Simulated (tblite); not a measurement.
Input of a run (GFN2-xTB geometry optimisation, gas phase (tblite 0.8.0)), started from a force field or distance geometry:
```
{"job": {"kind": "relax", "xc": "GFN2-xTB", "basis": "xTB"}, "charge": 0, "multiplicity": 1}
C     -3.015900     0.308100    -0.625500
S     -1.869100    -1.056000    -0.794600
C     -0.246200    -0.676700    -0.104500
C      0.074400    -0.911900     1.202000
P      1.688900    -0.486800     1.732900
C      2.814700     0.228800     0.597300
Cl     4.428400     0.637800     1.207800
C      2.485600     0.476400    -0.711700
P      0.881000     0.040500    -1.238300
H     -2.625200     1.046200     0.129000
H     -3.108500     0.849100    -1.590300
H     -4.057200    -0.002800    -0.343100
H     -0.634500    -1.360600     1.911300
H      3.182900     0.907400    -1.394300
```

Output (eV, eV/Å):
```
step      E/eV     max force
  0    -706.98724    3.305
  1    -707.36383    2.036
  2    -707.67556    1.210
  3    -707.79981    1.108
  4    -707.98612    0.999
  5    -708.07450    0.814
  6    -708.13577    0.534
  7    -708.15946    0.302
  8    -708.17044    0.286
  9    -708.17812    0.266
 10    -708.19122    0.350
 11    -708.20376    0.369
 12    -708.21219    0.222
 13    -708.21671    0.175
 14    -708.22051    0.187
 15    -708.22469    0.178
 16    -708.22899    0.193
 17    -708.23244    0.160
 18    -708.23548    0.160
 19    -708.23912    0.183
 20    -708.24328    0.195
 21    -708.24690    0.168
 22    -708.24989    0.139
 23    -708.25290    0.178
 24    -708.25620    0.185
 25    -708.25913    0.125
 26    -708.26106    0.099
 27    -708.26250    0.122
 28    -708.26430    0.144
 29    -708.26649    0.159
 30    -708.26835    0.104
 31    -708.26955    0.104
 32    -708.27055    0.100
 33    -708.27178    0.117
 34    -708.27312    0.105
 35    -708.27419    0.074
 36    -708.27507    0.089
 37    -708.27632    0.121
 38    -708.27884    0.187
 39    -708.28338    0.236
 40    -708.28891    0.198
 41    -708.29378    0.159
 42    -708.29784    0.152
 43    -708.29997    0.185
 44    -708.30258    0.178
 45    -708.30481    0.102
 46    -708.30668    0.097
 47    -708.30755    0.101
 48    -708.30964    0.107
 49    -708.31192    0.104
 50    -708.31411    0.096
 51    -708.31521    0.077
 52    -708.31624    0.085
 53    -708.31715    0.083
 54    -708.31912    0.063
 55    -708.32044    0.060
 56    -708.32172    0.070
 57    -708.32237    0.059
 58    -708.32304    0.057
 59    -708.32367    0.057
 60    -708.32437    0.064
 61    -708.32492    0.045
 62    -708.32534    0.054
 63    -708.32569    0.053
 64    -708.32614    0.052
 65    -708.32678    0.068
 66    -708.32749    0.074
 67    -708.32807    0.062
 68    -708.32861    0.074
 69    -708.32934    0.088
 70    -708.33041    0.103
 71    -708.33191    0.114
 72    -708.33399    0.137
 73    -708.33700    0.161
 74    -708.34171    0.180
 75    -708.34738    0.247
 76    -708.35294    0.209
 77    -708.35841    0.390
 78    -708.36293    0.209
 79    -708.36741    0.178
 80    -708.37148    0.289
 81    -708.37747    0.221
 82    -708.38850    0.175
 83    -708.39323    0.149
 84    -708.39534    0.195
 85    -708.39676    0.131
 86    -708.39995    0.169
 87    -708.37336    0.707
 88    -708.40399    0.158
 89    -708.40535    0.174
 90    -708.40777    0.100
 91    -708.40950    0.145
 92    -708.41078    0.093
 93    -708.41310    0.100
 94    -708.41518    0.096
 95    -708.41761    0.114
 96    -708.41886    0.114
 97    -708.41969    0.230
 98    -708.42137    0.117
 99    -708.42224    0.077
100    -708.42356    0.098
101    -708.42458    0.096
102    -708.42554    0.072
103    -708.42665    0.069
104    -708.42784    0.083
105    -708.42896    0.113
106    -708.43012    0.088
107    -708.43160    0.088
108    -708.43387    0.101
109    -708.43649    0.131
110    -708.43978    0.139
111    -708.44293    0.203
112    -708.44892    0.178
113    -708.45462    0.196
114    -708.45756    0.199
115    -708.46053    0.232
116    -708.46242    0.082
117    -708.46348    0.064
118    -708.46497    0.072
119    -708.46581    0.101
120    -708.46711    0.071
121    -708.46786    0.092
122    -708.46831    0.070
123    -708.46857    0.059
124    -708.46881    0.042
125    -708.46895    0.038
126    -708.46907    0.032
127    -708.46917    0.021
128    -708.46925    0.018
129    -708.46930    0.017
130    -708.46934    0.016
131    -708.46937    0.013
132    -708.46939    0.007
```

**Question.** Summarise the run.

**Answer.** The energy falls by 143.0 kJ/mol over 132 L-BFGS steps, the largest force on an atom goes from 3.31 to 0.007 eV/Å, and the atoms move by 0.784 Å rms after alignment. Among the bonds, C1–H10 and C1–H12 change most and about equally (-0.038 to -0.037 Å). Bonds longer at the end by more than 0.005 Å: 3 of 14; shorter: 8. Among the angles that change most is C4–P5–C6, from 119.7° to 101.1°. Among the dihedrals that turn most is C1–S2–C3–C4, from 89° to 180°. The energy rose by more than 1e-5 eV at step 87. The first step brought 25 % of the lowering.

**Question.** What are the final bond lengths?

**Answer.** C1–S2 1.811 Å, S2–C3 1.769 Å, C3–C4 1.381 Å, C4–P5 1.729 Å, P5–C6 1.749 Å, C6–Cl7 1.744 Å, C6–C8 1.368 Å, C8–P9 1.735 Å, C3–P9 1.757 Å, C1–H10 1.087 Å, C1–H11 1.087 Å, C1–H12 1.086 Å, C4–H13 1.086 Å, C8–H14 1.086 Å. Numbering counts from 1 in the input's order; the species is `CSc1cpc(Cl)cp1`.

Time: 1.4 s wall. Hardware: an Arm Neoverse V1 with one thread, no GPU, shared host with 32 logical CPUs at a one-minute load of 13.

Its GFN2-xTB frequencies are all real (lowest 47 cm⁻¹). The numbers are those of one conformer. 2 starts were optimised and ended at 0.00 and 2.03 kcal/mol (GFN2-xTB); the lowest of these is shown.

These are computed values.
